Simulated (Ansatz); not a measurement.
Spectroscopic constants of MgSi+, multiplicity 4 (an upper state: multiplicity 2 came lower at CCSD(T)/def2-TZVPP on PBE0 minima).

Seven points along R, fitted to fifth degree in 1/R; most abundant isotopes. Runs in def2 and cc sets follow the lowest solution found near the PBE0 minimum.

Correlated levels freeze the inner cores; with def2 sets outer-core shells near the valence are correlated too.

Codes used: Ansatz (an electronic-structure program) with Gaussian orbitals. Values without a source in brackets are computed.

**Question.** What bond length and harmonic frequency does PBE/def2-TZVPP give?

**Answer.** r_e = 2.464 Å, ω_e = 345 cm⁻¹.

**Question.** What bond length and harmonic frequency does PBE0/def2-TZVPP give?

**Answer.** r_e = 2.446 Å, ω_e = 355 cm⁻¹.

**Question.** What bond length and harmonic frequency does CCSD(T)/def2-TZVPP give?

**Answer.** r_e = 2.458 Å, ω_e = 350 cm⁻¹.
